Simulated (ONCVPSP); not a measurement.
**Cr (Z = 24), ONCV: configuration errors across variants**

ONCVPSP 4.0.1 input, shortened (lines: element, Z, core and valence counts, functional; n l f; lmax; l rc ep ncon nbas qcut; lloc lpopt rc5 dvloc0; l nproj debl; icmod fcfact rcfact), PBE, fully relativistic:

```
  Cr 24.00    3    5        4      upf
    1    0    2.00
    2    0    2.00
    2    1    6.00
    3    0    2.00
    3    1    6.00
    3    2    5.00
    4    0    0.75
    4    1    0.25
    2
    0    1.50    0.00    4    8    8.80
    1    1.70    0.00    4    7    8.20
    2    1.05    0.00    4    8    9.90
    4    5    0.75    0.00
    0    2    1.40
    1    2    3.40
    2    2    2.40
    0    0.00    0.00
```

Open shells are filled in proportion to 2j + 1.

All-electron excitation energies from the reference (eV): (1) 3s2 3p6 3d5 4s1 4p0 -0.760; (2) 3s2 3p6 3d5 4s0 4p0 6.142; (3) 3s2 3p6 3d4 4s1 4p1 2.746.

2 further variants failed, have other tests or another functional or relativity, and are left out.

A true bound ghost makes a file unfit for plane-wave use even where its test errors are small: the radial tests pick states by their node count and pass the ghost by.

Errors AE − PS in meV (a dash: test not solved or not reliable):

```tsv
change	(1)	(2)	(3)	bound ghosts	GHOST(+) flags above zero
base	-0.1	+1.2	+3.2	p1/2	s, p3/2
local potential polynomial inside 0.75 bohr (lpopt 5, dvloc0 -2 Ha)	-0.1	+1.2	+3.2	p1/2	p3/2
local potential polynomial inside 1.00 bohr (lpopt 3, dvloc0 1 Ha)	-0.1	+1.2	+3.2	none	none
p: qcut 11.4	-0.1	+1.3	+3.8	none	s
p: nproj 4	-0.1	+1.3	+3.0	none	s
d: rc 0.72; local potential polynomial inside 0.72 bohr (lpopt 5, dvloc0 0 Ha)	-0.1	+1.3	+6.7	p1/2	s, p3/2, d5/2, d3/2
all radii scaled by about 1.07 (s 1.60, p 1.82, d 1.12 bohr); local potential polynomial inside 0.80 bohr (lpopt 5, dvloc0 0 Ha)	-0.1	+1.2	+3.0	none	s
s: nbas 7	-0.1	+1.2	+3.2	p1/2	s, p3/2
p: qcut 7.4	-0.1	+1.2	+2.7	none	s
```

Q: Give the same row for: s: rc 1.28.

A: -0.1, +1.1, +2.9; bound ghosts: p1/2; GHOST(+) flags above zero: p3/2.
